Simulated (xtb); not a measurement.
Se(Cl)(NMe2) (C₂H₆ClNSe), SMILES CN(C)[Se]Cl. All values are semi-empirical tight-binding results from xtb (GFN2-xTB unless named), good for trends rather than for accurate numbers. The structure is a stationary point at GFN2-xTB. Other conformers were not sampled.

Optimised geometry:

```xyz
11

Se     0.7199    -0.3513     0.0000
Cl    -0.8403    -1.8486     0.0000
N     -0.3666     1.1152     0.0000
C     -0.4140     1.9085    -1.2103
C     -0.4140     1.9085     1.2103
H     -1.3659     2.4422    -1.2401
H      0.3969     2.6436    -1.2681
H     -0.3591     1.2454    -2.0718
H      0.3969     2.6436     1.2681
H     -1.3659     2.4422     1.2401
H     -0.3591     1.2454     2.0718
```

Task: Estimate the properties. (The exact figures need the calculation; the answer reports its results.)

Result: 
The point group as xtb finds it is Cs, the orbital gap is 3.08 eV and the zero-point energy is 50.7 kcal/mol. The G − E(el) at 298.15 K (modified RRHO) comes out as 30.1 kcal/mol and the static polarisability (D4 model) comes out as 76.9 bohr³. The solvation energy, GFN2-xTB/ALPB(water) is -1.4 kcal/mol and the solvation energy, GFN2-xTB/ALPB(ch2cl2) is -5.7 kcal/mol.

Computed atomic charges and the Wiberg bond orders between heavy atoms:
charges (e) Se1 0.00, Cl2 -0.10, N3 -0.12, C4 -0.03, C5 -0.03, H6 0.05, H7 0.03, H8 0.06, H9 0.03, H10 0.05, H11 0.06. Bond orders Se1–Cl2 1.22, Se1–N3 1.23, N3–C4 1.01, N3–C5 1.01.
